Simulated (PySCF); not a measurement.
## Electric field gradients and quadrupole coupling constants

C₆H₁₀OSSi.
Cartesian coordinates in Å at the GFN2-xTB level; atoms count from 1:
```xyz
19
C6H10OSSi angstrom
C      2.5177    1.4628   -0.4106
S      2.2161   -0.3083   -0.0954
Si     0.1241   -0.2137    0.4244
C     -0.1920    0.4941    2.1611
C     -0.7322   -1.8761    0.0530
C     -1.6684   -1.5755   -1.0683
C     -1.7240   -0.3495   -1.5919
C     -0.8385    0.6581   -1.0061
O     -0.7240    1.8022   -1.3984
H      2.5479    1.9931    0.5353
H      3.4797    1.5310   -0.9067
H      1.7365    1.8631   -1.0478
H     -1.2473    0.4607    2.4154
H      0.3569   -0.0681    2.9116
H      0.1294    1.5299    2.2217
H     -0.0424   -2.6631   -0.2533
H     -1.2896   -2.2759    0.9001
H     -2.2868   -2.3804   -1.4424
H     -2.3731   -0.0752   -2.4091
```

Field gradients from the PBE0/pcSseg-1 density (PySCF, non-relativistic), principal values in atomic units, ordered |Vxx| ≤ |Vyy| ≤ |Vzz|:

| atom | Vxx | Vyy | Vzz |
| --- | --- | --- | --- |
| S2 | 0.2350 | 2.0505 | -2.2855 |
| O9 | 0.5354 | 1.4939 | -2.0293 |

Question: Find the asymmetry η = (Vxx − Vyy)/Vzz and the couplings χ = eQV/h (234.96 MHz × Q in barn × V in au), with Q(33S) = −0.0678 b, Q(17O) = −0.0256 b.

Answer: 
```json
{"atom": "S2", "environment": "sulfur bonded to C and Si", "nucleus": "33S", "η": "0.79", "χzz (MHz)": "36.41", "χxx (MHz)": "-3.74", "χyy (MHz)": "-32.67"}
{"atom": "O9", "environment": "carbonyl oxygen", "nucleus": "17O", "η": "0.47", "χzz (MHz)": "12.21", "χxx (MHz)": "-3.22", "χyy (MHz)": "-8.99"}
```

Question: What is Vzz at O9 in SI units (1 au = 9.71736 × 10²¹ V/m²)?

Answer: -2.0293 au = -19.720 × 10²¹ V/m².

Were the hydrogens deuterons (Q(2H) = 0.00286 b), χzz would run from 205 kHz (H12) to 222 kHz (H19).

One conformer (not necessarily the lowest) at the GFN2-xTB geometry, without solvent, vibrations or thermal averaging. GFN2-xTB bond lengths can be off by several hundredths of an ångström, more for odd bonds, and the gradients follow them. The small basis limits the accuracy of the gradients.

The run behind these numbers computed NMR shieldings as well. On one thread, Arm Neoverse V1 (aarch64), shared host with 32 logical CPUs at a one-minute load of 28, this took 56 s and 1.0 GiB of memory at its peak.
